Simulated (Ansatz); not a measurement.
Cartesian coordinates in Å:
```
C -1.795 1.200 0.771
C -1.325 0.657 -0.579
C -1.736 1.579 -1.727
Si 0.512 0.347 -0.584
F 1.268 1.754 -0.494
F 0.918 -0.272 -2.002
C 1.167 -0.764 0.759
C 0.446 -2.113 0.769
C 2.681 -0.940 0.646
H -1.328 2.164 0.993
H -2.878 1.356 0.768
H -1.563 0.521 1.596
H -1.794 -0.323 -0.740
H -1.281 2.568 -1.619
H -1.437 1.180 -2.698
H -2.821 1.717 -1.740
H 0.950 -0.249 1.705
H 0.825 -2.746 1.577
H -0.632 -2.007 0.913
H 0.605 -2.653 -0.169
H 3.207 0.018 0.676
H 2.951 -1.437 -0.290
H 3.060 -1.556 1.467
```

Charge 0, multiplicity 1.

**Question.** List the CAM-B3LYP/def2-TZVPP orbital energies in eV (Ansatz 0.2.0). (Estimate.)

**Answer.** The calculation gave: Occupied: -1802.01, -673.27, -673.27, -278.78, -278.78, -278.77, -278.77, -278.64, -278.63, -146.42, -101.83, -101.77, -101.68, -34.67, -34.15, -24.03, -23.76, -21.06, -21.00, -18.76, -18.04, -16.71, -15.38, -14.99, -14.81, -14.54, -14.15, -13.93, -13.57, -13.45, -13.16, -12.99, -12.82, -12.45, -12.40, -11.36, -11.32, -11.22, -11.22, -10.63, -9.20. Lowest empty: 1.60, 2.04, 2.39, 2.50, 2.99, 3.51, 3.55, 3.73.
